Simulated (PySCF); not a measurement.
Telling isomers of C₆H₆FNO apart by NMR

- GFN2-xTB geometry
- PBE0/pcSseg-1 with gauge-including orbitals
- program: PySCF 2.14
- equivalent nuclei averaged, non-relativistic Hamiltonian, a single conformation, no solvent

Referencing at the same level of theory: TMS for ¹H, ¹³C. Splittings of carbon signals by F and P are missing where no couplings were computed. Where no couplings were computed, multiplicities follow the n + 1 count of equivalent neighbours, and m marks all less simple cases (inequivalent or close neighbours, rings, F or P nearby). Shifts are as computed. Against solution values, carbons near 30 ppm lie about +3 ppm off and those near 130 ppm about +5 ppm. Of 1211 compounds with measured shifts, 218 miss one by over three times the rms of a fit or turn the order of signals round; such compounds aren't used in these exercises.

(1) Tabulate the signals of `CC(=O)/C(=C\C#N)CF`, `CC1=CC[C@@](F)(C#N)O1`, `Fc1conc1C1CC1` and their relative energies.

(2) What is the quickest way to tell CC1=CC[C@@](F)(C#N)O1 from Fc1conc1C1CC1?

(3) What is the quickest way to tell CC(=O)/C(=C\C#N)CF from CC1=CC[C@@](F)(C#N)O1?

(4) What is the quickest way to tell CC(=O)/C(=C\C#N)CF from Fc1conc1C1CC1?

Answers

(1) 
```tsv
SMILES	carbon types	δC	δH	E rel. (kcal/mol)
CC(=O)/C(=C\C#N)CF	3×C 1×CH 1×CH2 1×CH3	201.8, 162.4, 122.9, 110.2, 86.1, 33.8	6.40 (m, 1H), 5.54 (m, 2H), 2.93 (s, 3H)	1.9
CC1=CC[C@@](F)(C#N)O1	3×C 1×CH 1×CH2 1×CH3	163.2, 119.4, 112.3, 101.1, 51.8, 16.1	4.87 (m, 1H), 3.44 (m, 1H), 3.37 (m, 1H), 2.08 (s, 3H)	0.0
Fc1conc1C1CC1	2×C 2×CH 2×CH2	161.7, 160.2, 149.4, 15.1, 6.7	8.46 (m, 1H), 1.90 (m, 1H), 1.23 (m, 2H), 1.19 (m, 2H)	32.5
```

Energies are electronic energies at PBE0/pcSseg-1 on these geometries, without zero-point or thermal terms, each for the one conformer computed, which needn't be the lowest.

(2) Count the carbon signals: 6 against 5. The first has an allylic methyl carbon (CH3) at 16.1 ppm, the second a three-membered-ring carbon (CH) at 6.7 ppm. Their most deshielded carbons lie at 163.2 and 161.7 ppm. In the proton spectra the most deshielded non-exchanging signals are 4.87 (m, 1H) and 8.46 (m, 1H).

(3) Both give the same number of carbon signals, with the same numbers of each carbon type, so the positions decide. The first has a ketone carbonyl carbon (C) at 201.8 ppm, the second an allylic sp3 CH2 at 51.8 ppm. Their most deshielded carbons lie at 201.8 and 163.2 ppm. In the proton spectra the most deshielded non-exchanging signals are 6.40 (m, 1H) and 4.87 (m, 1H).

(4) Count the carbon signals: 6 against 5. The first has an allylic sp3 CH2 bonded to F at 86.1 ppm, the second a three-membered-ring carbon (CH2) at 15.1 ppm. Their most deshielded carbons lie at 201.8 and 161.7 ppm. In the proton spectra the most deshielded non-exchanging signals are 6.40 (m, 1H) and 8.46 (m, 1H).
